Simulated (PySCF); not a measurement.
Predicted microwave data (PySCF 2.14.0, PBE0-D3(BJ)/def2-SVP geometry optimisation, gas phase) for one isomer of C5H3O3 (doublet):

```
Rotational constants : A = 5637, B = 1625, C = 1261 MHz
Dipole components    : |μa| = 1.78 D, |μb| = 1.29 D, |μc| = 0.00 D
Inertial defect      : -0.02 u·Å²
κ                    : -0.83
```

Question: Which candidate fits, each taken in the one conformer that was computed?
A. `[O:1]=[C:2]([OH:3])[c:4]1[c:5][cH:6][o:7][cH:8]1` (doublet state) with O1–C2–O3–H 0°, O1–C2–C4–C5 180°
B. `[O:1]=[C:2]([OH:3])[c:4]1[c:5][cH:6][cH:7][o:8]1` (doublet state) with O1–C2–O3–H 0°, O1–C2–C4–C5 -179°
C. `[O:1]=[C:2]([OH:3])[c:4]1[cH:5][cH:6][c:7][o:8]1` (doublet state) with O1–C2–O3–H 0°, O1–C2–C4–C5 179°
D. `[O]C(=O)c1ccoc1` [radical]

Answer: B. It is O=C(O)c1[c]cco1, an asymmetric top, point group Cs. The candidates at the same level (rigid rotor, commonest isotopes):

```csv
SMILES,A (MHz),B (MHz),C (MHz),μa (D),μb (D),μc (D),Δ (u·Å²),point group,rotor
[O]C(=O)c1ccoc1,5716,1546,1217,3.70,0.26,0.00,-0.01,Cs,asymmetric top
O=C(O)c1cc[c]o1,5419,1683,1284,0.84,2.77,0.00,-0.01,Cs,asymmetric top
O=C(O)c1[c]coc1,5677,1542,1213,0.86,0.88,0.00,0.00,Cs,asymmetric top
O=C(O)c1[c]cco1,5637,1625,1261,1.78,1.29,0.00,-0.02,Cs,asymmetric top
```

`O=C(O)c1[c]coc1` has B 5 % too low; `[O]C(=O)c1ccoc1` has B 5 % too low; `O=C(O)c1cc[c]o1` has A 4 % too low. In the right answer the mirror of this Cs structure is the ab plane, so μc vanishes by symmetry (the 0.01 D computed is a residue). No structure here is proved a minimum.
